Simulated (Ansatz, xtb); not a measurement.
**C2H7BrOSi2: 3 structures ranked**

3 gas-phase structures of C2H7BrOSi2, from a drawn sample of its isomers (lower ones may exist). Each was relaxed with GFN2-xTB; where two conformers were screened, the lower at r2SCAN-D4/def2-SVP is listed:

A. `Br[Si@@H]1CC[SiH2]O1`, a singlet
B. `C=C[SiH2]O[SiH2]Br`, a singlet
C. `C=C[Si@H](Br)O[SiH3]`, a singlet

Question: Make a reasoned guess at their ranking by r2SCAN-D4/def2-SVP single-point energy.

Answer: Calculated order at r2SCAN-D4/def2-SVP: A (0.0), C (102.0), B (107.1) kJ/mol.

Energies above the lowest of each column, in kJ/mol; the last columns are at PBE-D3(BJ)/def2-SVP geometries:

```json
{"structure": "A", "GFN2-xTB": "0.0", "HF/STO-3G": "0.0", "r2SCAN-D4/def2-SVP": "0.0", "PBE-D3(BJ)/def2-SVP": "0.0", "CCSD(T)/def2-SVP + ΔMP2/def2-TZVPP": "0.0"}
{"structure": "C", "GFN2-xTB": "64.8", "HF/STO-3G": "227.2", "r2SCAN-D4/def2-SVP": "102.0", "PBE-D3(BJ)/def2-SVP": "104.8", "CCSD(T)/def2-SVP + ΔMP2/def2-TZVPP": "87.6"}
{"structure": "B", "GFN2-xTB": "57.1", "HF/STO-3G": "234.4", "r2SCAN-D4/def2-SVP": "107.1", "PBE-D3(BJ)/def2-SVP": "109.1", "CCSD(T)/def2-SVP + ΔMP2/def2-TZVPP": "92.5"}
```

Every level run on A puts it lowest or level with the lowest. Flexible structures stand in one conformer each, not always the lowest. ΔMP2 is the change of the MP2 energy from the smaller to the larger basis.

Programs: Ansatz 0.2.0, xtb 6.7.1.
